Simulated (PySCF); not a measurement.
A structure optimised at PBE-D3(BJ)/def2-SVP, used in a PySCF frequency run:

```xyz
16

C      0.5400    -1.0982     1.7029
C     -0.0258    -0.3304     0.5325
N      0.6331     0.1284    -0.4709
Si     2.3355     0.0976    -0.9294
Si    -1.9288     0.0083     0.4693
N     -2.0763     1.1617    -0.8144
H      0.0149    -2.0720     1.8071
H      0.3434    -0.5428     2.6449
H      1.6289    -1.2820     1.6119
H      2.7666     1.5308    -1.0610
H      2.3997    -0.5632    -2.2774
H      3.3107    -0.6082    -0.0109
H     -2.3923     0.5272     1.8081
H     -2.6246    -1.3248     0.2758
H     -1.2104     1.1701    -1.3740
H     -2.9121     1.2233    -1.3974
```
Charge 0, spin multiplicity 1.

Task: Write its SMILES and formula.

Result: C/C(=N\[SiH3])[SiH2]N, C2H10N2Si2

Task: What are its rotational constants (standard atomic weights)?

Result: 3.5563, 1.2617, 0.96086 GHz
